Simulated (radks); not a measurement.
Task: All-electron atom: the platinum ion Pt+ in [Xe] 4f14 5d9. All-electron calculation, scalar-relativistic Kohn-Sham, r2SCAN, spin-polarised, spherical densities, finite nucleus; open shells are filled with parallel spins first (spin-orbit coupling, left out, can overturn this in heavy ions); meta-GGA in the generalised Kohn-Sham scheme; Fermi nuclear charge, rms radius 5.427 fm. Program: a radial shooting solver on a logarithmic mesh with Libxc functionals. Some entries of the table are withheld. Estimate them.

orbital  occ.  eigenvalue (hartree)  <r> (bohr)  r(max) (bohr)
1s down     1             -2884.999     0.01715        0.01062
1s up       1             -2884.999     0.01715        0.01062
2s up       1             -508.0970     0.07235        0.06120
2s down     1             -508.0934     0.07235        0.06120
2p up       3             -440.3523     0.06523        0.05059
2p down     3             -440.3495     0.06523        0.05059
3s up       1             -119.9718      0.1869         0.1724
3s down     1             -119.9714      0.1869         0.1724
3p up       3             -100.1539      0.1880         0.1716
3p down     3             -100.1531      0.1880         0.1716
3d up       5             -78.60336      0.1705         0.1400
3d down     5             -78.60121      0.1705         0.1400
4s up       1             -26.24579      0.4150         0.3899
4s down     1             -26.24288      0.4151         0.3899
4p up       3             -19.71806      0.4416         0.4098
4p down     3             -19.71555      0.4416         0.4099
4d up       5             -11.74427      0.4681         0.4182
4d down     5             -11.74127      0.4681         0.4182
5s up       1              -4.12663      0.9577         0.8708
5s down     1              -4.10599      0.9562         0.8700
4f up       7              -2.90253      0.5164         0.3861
4f down     7              -2.89800      0.5159         0.3861
5p up       3              -2.42923       1.109         0.9794
5p down     3              -2.40312       1.107         0.9779
5d up       5              -0.54231         (1)          1.258
5d down     4              -0.51328         (2)          1.256
6s up       0              -0.46766       2.676            (3)
6s down     0              -0.45034       2.718            (4)
6p up       0              -0.22614       3.725          3.100
6p down     0              -0.21962       3.793          3.153

Result: 
(1) 5d up <r> (bohr): 1.627
(2) 5d down <r> (bohr): 1.639
(3) 6s up r(max) (bohr): 2.288
(4) 6s down r(max) (bohr): 2.311
